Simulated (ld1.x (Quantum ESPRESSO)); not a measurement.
# An odd input for ld1.x (Quantum ESPRESSO) 7.5 (Sn (Z = 50))

Command:

```bash
ld1.x < Sn.in > Sn.out
```

Input:

```
&input
   title='Sn', zed=50., rel=1, dft='PZ', iswitch=3,
   config='[Kr] 4d10 5s1 5p3',
   nld=3, rlderiv=2.60, eminld=-4.0, emaxld=5.0, deld=0.02
 /
 &inputp
   pseudotype=3, tm=.true., lloc=-1, rcloc=1.25,
   nlcc=.true., rcore=0.75,
   which_augfun='PSQ', rmatch_augfun_nc=.true.,
   file_pseudopw='Sn.UPF', file_wfcaegen='ae.wfc', file_wfcncgen='nc.wfc', file_beta='beta', file_chi='chi', file_wfcusgen='us.wfc'
 /
6
5S  1  0   1.00   0.00  1.70  1.85  0.0
5S  1  0   0.00  -0.40  1.70  1.85  0.0
5P  2  1   4.00   0.00  1.80  2.40  0.0
5P  2  1   0.00   2.65  1.80  2.40  0.0
4D  3  2  10.00   0.00  0.90  1.15  0.0
4D  3  2   0.00   2.95  0.90  1.15  0.0
 &test
   configts(1)='4d10 5s1 5p3'
 /
```

Output:

```
Program LD1 v.7.5

 %%%%%%%%%%%%%%%%%%%%%%%%%%%%%%%%%%%%%%%%%%%%%%%%%%%%%%%%%%%%%%%%%%%%%%%%%%%%%%
     Error in routine ld1_setup (3):
     mismatched all-electron/pseudo occupations
 %%%%%%%%%%%%%%%%%%%%%%%%%%%%%%%%%%%%%%%%%%%%%%%%%%%%%%%%%%%%%%%%%%%%%%%%%%%%%%

     stopping ...
```

Task: This input was made by a single change from one that runs to its end. What was changed?

Result: The change: occupation of 5P in the list raised by one against config. The program refuses the input: "ld1_setup: mismatched all-electron/pseudo occupations".
